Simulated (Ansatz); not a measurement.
A made-up structure of SiH2SeO, singlet:

```
5
angstrom
O -0.9356 -0.8445 1.5813
Si -0.6132 -0.4446 -0.0367
Se 1.2489 1.0007 -0.8633
H -1.4860 -0.9490 -1.3563
H 1.7860 1.2374 0.6749
```

It is relaxed with PBE-D4/def2-SVP and then PBE0-D4/def2-TZVP (Ansatz 0.2.0). Atoms count as bonded within 1.22 times the sum of their covalent radii (H–H: 0.88 Å). The end point is not checked to be a true minimum.

Does its bonding change? (Judge from chemistry; the calculation decides.)

By the calculation: No: no bond forms or breaks.

Where it ends: The first stage lowers the energy by 1.06 eV in 5 steps. It ends as SiH₂SeO ([O][SiH][SeH]):
O1  (-0.835, -0.753, 1.411)
Si2  (-0.547, -0.397, -0.033)
Se3  (1.116, 0.894, -0.771)
H4  (-1.328, -0.848, -1.210)
H5  (1.594, 1.104, 0.603)
(Å)

Labels in which every atom is bracketed show which atoms are joined, not bond orders.

For scale, one of the runs: PBE0-D4/def2-TZVP relaxation, 128 basis functions, launched by `ansatz run in.yaml --threads 2 --pin off --events-out ev --progress --plain --max-ram 4352MiB`. The run took about 14 s on 2 CPU threads of an Arm Neoverse V2 (shared host).
